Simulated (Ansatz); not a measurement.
`N#C[S][GeH3]` + `C[SiH](F)F` → `C[Si](F)(F)C#N` + `[SH][GeH3]` at 298.15 K and 1 bar (formal exchange of groups at a C–S bond).

Gas-phase electronic energies from Ansatz, PBE0-D4/def2-TZVP geometries. CCSD(T)/CBS is the MP2 limit (def2-TZVPP, def2-QZVPP) plus CCSD(T) − MP2 in def2-TZVPP, frozen cores. For Ge outer-core shells are correlated without core-valence functions, which leaves a few kJ/mol of doubt a bond. Scalar relativity is left out up to krypton.

| species | CCSD(T)/CBS energy (Eh) | H − E (kJ/mol) | S (J/(mol·K)) |
| --- | --- | --- | --- |
| `N#C[S][GeH3]` | -2568.42673 | 105.9 | 330.6 |
| `C[SiH](F)F` | -529.27654 | 151.6 | 306.4 |
| `C[Si](F)(F)C#N` | -621.42890 | 157.8 | 352.4 |
| `[SH][GeH3]` | -2476.30083 | 99.2 | 286.9 |

H − E and S are ideal-gas, rigid-rotor, harmonic terms from PBE0-D4/def2-TZVP. 1 Eh = 2625.50 kJ/mol, R = 8.31446 J/(mol·K).

**Question.** By hand: ΔE, ΔH, ΔS and ΔG.

**Answer.** ΔE = (-621.42890) + (-2476.30083) − (-2568.42673) − (-529.27654) = -0.02646 Eh = -69.5 kJ/mol. Δ(H − E) = 157.8 + 99.2 − 105.9 − 151.6 = -0.5, so ΔH = -70.0 kJ/mol. ΔS = 352.4 + 286.9 − 330.6 − 306.4 = 2.3 J/(mol·K). ΔG = -70.0 − 298.15 × (2.3)/1000 = -70.7 kJ/mol.

**Question.** By hand: the equilibrium constant, and the temperature at which ΔG would vanish if ΔH and ΔS stayed fixed.

**Answer.** log₁₀ K = −ΔG/(RT ln 10) = 12.4. ΔH and −TΔS have one sign here, so there is no such temperature. One of them is within its doubt of zero, so this could turn.

The number of gas molecules stays the same, so ΔS is small and ΔH decides. A doubt of 5 kJ/mol in ΔE shifts log₁₀ K by 0.9 here. These are equilibria of isolated gas molecules and say nothing of rates. Largest T1 diagnostic: 0.013 (customary marks: 0.02 for closed shells, 0.045 for open ones).
